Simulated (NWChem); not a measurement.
System: C4H7N; SMILES C#CCNC

NWChem input:

```
start job
memory heap 200 mb stack 900 mb global 1100 mb
geometry units angstroms noautoz
  C      0.497907    -2.282399    -0.122211
  C     -0.158496    -1.261038     0.018928
  C     -0.935195    -0.032325     0.222315
  N     -0.351214     1.124440    -0.447904
  C      0.886684     1.589102     0.153164
  H      1.072675    -3.187512    -0.257861
  H     -1.061931     0.106958     1.332970
  H     -1.957938    -0.192050    -0.184188
  H     -1.045560     1.879047    -0.460597
  H      0.812236     1.842988     1.244349
  H      1.252459     2.486098    -0.385163
  H      1.664083     0.803057     0.055373
end
basis spherical
  C library def2-svp
  N library def2-svp
  H library def2-svp
end
dft
  xc mpw1k
  iterations 150
  mulliken
end
task dft energy
```

Parts of the log:

```
             Northwest Computational Chemistry Package (NWChem) 7.3.0
             --------------------------------------------------------

 C1  symmetry detected

                             Geometry "geometry" -> ""
                             -------------------------

 Output coordinates in angstroms (scale by  1.889725989 to convert to a.u.)

  No.       Tag          Charge          X              Y              Z
 ---- ---------------- ---------- -------------- -------------- --------------
    1 C                    6.0000     0.52127720    -2.26878130    -0.11954465
    2 C                    6.0000    -0.14488402    -1.25451814     0.02695745
    3 C                    6.0000    -0.93295938    -0.03413783     0.23665340
    4 N                    7.0000    -0.36919666     1.12780482    -0.44186958
    5 C                    6.0000     0.86990103     1.60730268     0.14490441
    6 H                    1.0000     1.10457887    -3.16770081    -0.25987142
    7 H                    1.0000    -1.04918013     0.10577957     1.34837826
    8 H                    1.0000    -1.95821135    -0.20596793    -0.15843243
    9 H                    1.0000    -1.07199607     1.87462516    -0.44831724
   10 H                    1.0000     0.80447506     1.86236085     1.23639425
   11 H                    1.0000     1.21980661     2.50731180    -0.39891431
   12 H                    1.0000     1.65489462     0.82976512     0.04002627

 Effective nuclear repulsion energy (a.u.)     157.9144328984

                                 NWChem DFT Module
                                 -----------------

 Summary of "ao basis" -> "ao basis" (spherical)
 ------------------------------------------------------------------------------
       Tag                 Description            Shells   Functions and Types
 ---------------- ------------------------------  ------  ---------------------
 C                          def2-svp                 6       14   3s2p1d
 N                          def2-svp                 6       14   3s2p1d
 H                          def2-svp                 3        5   2s1p

            General Information
            -------------------
          SCF calculation type: DFT
          Wavefunction type:  closed shell.
          No. of atoms     :    12
          No. of electrons :    38
           Alpha electrons :    19
            Beta electrons :    19
          Charge           :     0
          Spin multiplicity:     1
          Use of symmetry is: off; symmetry adaption is: off
          Maximum number of iterations: 150
          AO basis - number of functions:   105
                     number of shells:    51
          Convergence on energy requested:  1.00D-06
          Convergence on density requested:  1.00D-05
          Convergence on gradient requested:  5.00D-04

              XC Information
              --------------
                        MPW1K Method XC Functional
                     Hartree-Fock (Exact) Exchange  0.428
                        mPW91  Exchange Functional  0.572
                Perdew 1991 Correlation Functional  1.000 non-local
            Perdew 1991 LDA Correlation Functional  1.000 local

             Grid Information
             ----------------
          Grid used for XC integration:  medium
          Radial quadrature: Mura-Knowles
          Angular quadrature: Lebedev.
          Tag              B.-S. Rad. Rad. Pts. Rad. Cut. Ang. Pts.
          ---              ---------- --------- --------- ---------
          C                   0.70       49          12.0       434
          N                   0.65       49          11.0       434
          H                   0.35       45          13.0       434
          Grid pruning is: on
          Number of quadrature shells:   560
          Spatial weights used:  Erf1

      Superposition of Atomic Density Guess
      -------------------------------------

 Sum of atomic energies:        -208.23837677

      Non-variational initial energy
      ------------------------------

 Total energy =    -211.228787
 1-e energy   =    -591.301228
 2-e energy   =     222.158009
 HOMO         =      -0.281882
 LUMO         =       0.036916

     ---------------------------------------------
      Total Density - Mulliken Population Analysis
     ---------------------------------------------

    Atom       Charge   Shell Charges
 -----------   ------   -------------------------------------------------------
    1 C    6     6.46   1.99  0.99  0.64  1.95  0.86  0.03
    2 C    6     5.91   1.99  0.98  0.24  1.90  0.76  0.04
    3 C    6     5.83   1.99  0.94  0.11  1.86  0.88  0.05
    4 N    7     7.53   1.99  1.04  0.49  2.43  1.56  0.02
    5 C    6     6.07   1.99  0.94  0.20  1.94  0.96  0.04
    6 H    1     0.87   0.62  0.22  0.03
    7 H    1     0.91   0.67  0.22  0.02
    8 H    1     0.90   0.67  0.21  0.02
    9 H    1     0.77   0.61  0.12  0.04
   10 H    1     0.94   0.68  0.23  0.02
   11 H    1     0.91   0.68  0.21  0.02
   12 H    1     0.92   0.68  0.21  0.02

   convergence    iter        energy       DeltaE   RMS-Dens  Diis-err
 ---------------- ----- ----------------- --------- --------- ---------
 d= 0,ls=0.0,diis     1   -211.0305522406 -3.69D+02  7.22D-03  3.57D-01
 d= 0,ls=0.0,diis     2   -211.0703853445 -3.98D-02  2.83D-03  1.01D-01
 d= 0,ls=0.0,diis     3   -211.0788940856 -8.51D-03  1.26D-03  2.80D-02
 d= 0,ls=0.0,diis     4   -211.0815844155 -2.69D-03  4.44D-04  5.89D-03
 d= 0,ls=0.0,diis     5   -211.0823085772 -7.24D-04  9.74D-05  1.24D-04
  Resetting Diis
 d= 0,ls=0.0,diis     6   -211.0823220555 -1.35D-05  2.86D-05  1.42D-05
 d= 0,ls=0.0,diis     7   -211.0823237398 -1.68D-06  1.20D-05  5.10D-07
 d= 0,ls=0.0,diis     8   -211.0823237637 -2.39D-08  4.75D-06  4.47D-07

         Total DFT energy =     -211.082323763724
      One electron energy =     -595.951070333104
           Coulomb energy =      257.980150393250
    Exchange-Corr. energy =      -31.025836722232
 Nuclear repulsion energy =      157.914432898362

 Numeric. integr. density =       38.000015973541

                       DFT Final Molecular Orbital Analysis
                       ------------------------------------

 Vector   17  Occ=2.000000D+00  E=-3.197981D-01
              MO Center=  1.5D-01, -1.6D+00, -5.0D-02, r^2= 1.8D+00
   Bfn.  Coefficient  Atom+Function         Bfn.  Coefficient  Atom+Function
  ----- ------------  ---------------      ----- ------------  ---------------
     4      0.264751   1 C  px               18      0.260208   2 C  px
     6     -0.244378   1 C  pz               20     -0.240114   2 C  pz
     5      0.210421   1 C  py               19      0.205114   2 C  py
     7      0.155102   1 C  px               22      0.149991   2 C  py
     9     -0.149183   1 C  pz                8      0.142796   1 C  py

 Vector   18  Occ=2.000000D+00  E=-3.135959D-01
              MO Center=  1.0D-01, -1.5D+00, -4.8D-02, r^2= 2.3D+00
   Bfn.  Coefficient  Atom+Function         Bfn.  Coefficient  Atom+Function
  ----- ------------  ---------------      ----- ------------  ---------------
     6      0.333620   1 C  pz               20      0.305542   2 C  pz
     4      0.220448   1 C  px               18      0.219195   2 C  px
     9      0.208705   1 C  pz               23      0.185630   2 C  pz
    21      0.149190   2 C  px                7      0.143190   1 C  px
    81      0.127952   8 H  s                48      0.104736   4 N  pz

 Vector   19  Occ=2.000000D+00  E=-2.812369D-01
              MO Center= -2.3D-01,  9.4D-01, -2.2D-01, r^2= 2.2D+00
   Bfn.  Coefficient  Atom+Function         Bfn.  Coefficient  Atom+Function
  ----- ------------  ---------------      ----- ------------  ---------------
    48      0.483502   4 N  pz               51     -0.410972   4 N  pz
    45      0.209312   4 N  s                76      0.190526   7 H  s
    91      0.190004  10 H  s                92      0.160720  10 H  s
    77      0.149388   7 H  s                44      0.142834   4 N  s
    22     -0.136136   2 C  py               47      0.132729   4 N  py

 Vector   20  Occ=0.000000D+00  E= 5.869210D-02
              MO Center= -4.0D-01, -4.3D-01, -3.4D-02, r^2= 5.8D+00
   Bfn.  Coefficient  Atom+Function         Bfn.  Coefficient  Atom+Function
  ----- ------------  ---------------      ----- ------------  ---------------
    31      0.820690   3 C  s                45      0.720804   4 N  s
    87     -0.609493   9 H  s                82     -0.594594   8 H  s
    22     -0.548140   2 C  py                7      0.487761   1 C  px
    77     -0.360212   7 H  s                59      0.331666   5 C  s
    36     -0.319601   3 C  py                3     -0.315134   1 C  s

 Vector   21  Occ=0.000000D+00  E= 7.821809D-02
              MO Center= -9.4D-02, -1.3D+00,  1.7D-01, r^2= 3.7D+00
   Bfn.  Coefficient  Atom+Function         Bfn.  Coefficient  Atom+Function
  ----- ------------  ---------------      ----- ------------  ---------------
    77      0.700892   7 H  s                 9      0.594988   1 C  pz
    23     -0.528951   2 C  pz               82     -0.444233   8 H  s
    21     -0.378300   2 C  px               20     -0.347834   2 C  pz
     6      0.314409   1 C  pz               31     -0.306446   3 C  s
    37     -0.286614   3 C  pz               59     -0.271135   5 C  s

[...]
```

Level: MPW1K/def2-SVP. Coordinates come from a PBE-D3(BJ)/def2-SVP optimisation.
